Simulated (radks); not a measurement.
The nuclear charge of the arsenic ion As2+ is varied continuously with 31 electrons held in [Ar] 3d10 4s2 4p1. Method: scalar-relativistic Kohn-Sham, PBEsol, spin-unpolarised, spherical densities, finite nucleus; Fermi nuclear charge, rms radius 4.0968 fm; computed with a radial shooting solver on a logarithmic mesh with Libxc functionals. By the Hellmann-Feynman theorem dE/dZ = E(electron-nucleus)/Z, the electronic potential at the nucleus (averaged over a nucleus of fixed radius). The scalar-relativistic energy here is not variational (the density holds large components alone), so the two differ by a part that grows with Z.

| Z | E (hartree) | E(electron-nucleus)/Z (hartree) | HOMO | e(HOMO) (eV) | <r> HOMO (bohr) |
|---|---|---|---|---|---|
| 32 | -2097.00725 | -157.677 | 4p | -11.257 | 2.541 |
| 32.5 | -2176.77404 | -160.977 | 4p | -16.670 | 2.314 |
| 33 | -2258.19580 | -164.274 | 4p | -22.697 | 2.138 |
| 33.5 | -2341.27182 | -167.570 | 4p | -29.299 | 1.996 |
| 34 | -2426.00212 | -170.866 | 4p | -36.452 | 1.878 |

The central difference of E at Z = 33 is -164.498 hartree, to compare with the third column; the second derivative is -6.62 hartree.
